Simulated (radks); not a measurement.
Problem. The europium ion Eu4+ is in [Xe] 4f(5/2: 5, 7/2: 0). Method: Dirac Kohn-Sham, PBE, spin-unpolarised, spherical densities, finite nucleus; Fermi nuclear charge, rms radius of each element as measured or else 0.836 A^(1/3) + 0.57 fm; computed with a radial shooting solver on a logarithmic mesh with Libxc functionals. Sub-shells are occupied by j as written (lower j first in brackets). One electron is removed from 5s1/2, 5p1/2, 5p3/2, 4f5/2 in turn, with full relaxation. Which removal costs least, and what does each cost?

Solution. 4f5/2 63.767 eV; 5p3/2 71.640 eV; 5p1/2 76.567 eV; 5s1/2 96.797 eV. The 4f5/2 electron leaves first.
